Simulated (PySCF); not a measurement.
## Potential energy of KSb along the bond

Set-up: PySCF, scalar-relativistic core potentials, basis sets K def2-SVP, Sb def2-SVP with ECP28. Energies in eV from K + Sb in their ground configurations at the same level. State: ³Σ⁻ (triplet), unpaired electrons π ↑↑.

All columns are PBE0. A positive dipole means K(−)Sb(+).

| R (Å) | E (eV) | μ (D) | Mulliken charge on K (basis-dependent) | HOMO (eV) | LUMO (eV) | Mayer bond order | ⟨S²⟩ |
| --- | --- | --- | --- | --- | --- | --- | --- |
| 2.883 | -0.756 | -8.09 | 0.55 | -3.70 | -1.66 | 0.78 | 2.02 |
| 3.017 | -0.966 | -8.46 | 0.53 | -3.70 | -1.57 | 0.80 | 2.02 |
| 3.151 | -1.078 | -8.78 | 0.50 | -3.69 | -1.49 | 0.82 | 2.02 |
| 3.251 | -1.116 | -8.99 | 0.48 | -3.67 | -1.44 | 0.84 | 2.02 |
| 3.352 | -1.125 | -9.18 | 0.46 | -3.64 | -1.47 | 0.85 | 2.03 |
| 3.453 | -1.113 | -9.34 | 0.44 | -3.61 | -1.52 | 0.85 | 2.04 |
| 3.587 | -1.073 | -9.51 | 0.42 | -3.57 | -1.57 | 0.85 | 2.05 |
| 3.754 | -0.998 | -9.64 | 0.40 | -3.52 | -1.64 | 0.84 | 2.07 |
| 3.955 | -0.888 | -9.64 | 0.38 | -3.46 | -1.71 | 0.81 | 2.12 |
| 4.223 | -0.733 | -9.35 | 0.35 | -3.40 | -1.80 | 0.74 | 2.22 |

A fit through these points gives, at Re = 3.341 Å, μ = -9.16 D and dμ/dR = -1.76 D/Å; the reduced mass is 29.47 u.

**Question.** How strong is the fundamental in the double-harmonic approximation, I = 42.26·(dμ/dR)²/μred km/mol?

**Answer.** I = 42.26·(-1.76)²/29.47 = 4.44 km/mol at PBE0.

⟨S²⟩ of the unrestricted solution departs from its pure value on part of the curve, where spin states mix. These are scalar-relativistic numbers at best; spin–orbit coupling would shift them, the dissociation energy most. The state is the lowest determinant that a PBE0 search found; another state may lie lower at other levels.
